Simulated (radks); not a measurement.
Problem. Se2+, configuration [Ar] 3d10 4s2 4p1 5p1 (not the ground configuration). Calculated with a radial shooting solver on a logarithmic mesh with Libxc functionals: Dirac Kohn-Sham, revPBE, spin-unpolarised, spherical densities, point nucleus; open shells are shared between the two j in proportion to 2j + 1.

Spin-orbit splittings of the eigenvalues, e(l+1/2) - e(l-1/2), with zeta = 2 splitting/(2l+1) and mean radii in bohr:

| shell | occ. | splitting (eV) | zeta (eV) | <r> j=l-1/2 | <r> j=l+1/2 |
|---|---|---|---|---|---|
| 2p | 6 | 41.76 | 27.84 | 0.1685 | 0.1723 |
| 3p | 6 | 5.876 | 3.918 | 0.5819 | 0.5924 |
| 3d | 10 | 0.8996 | 0.3598 | 0.6242 | 0.6284 |
| 4p | 1 | ? | ? | 1.884 | 1.911 |
| 4d | 0 | 0.04640 | 0.01856 | 2.917 | 2.928 |
| 5p | 1 | 0.1099 | 0.07324 | 4.621 | 4.660 |

Estimate the 4p splitting.

Solution. 0.5778 eV (zeta = 0.3852 eV).
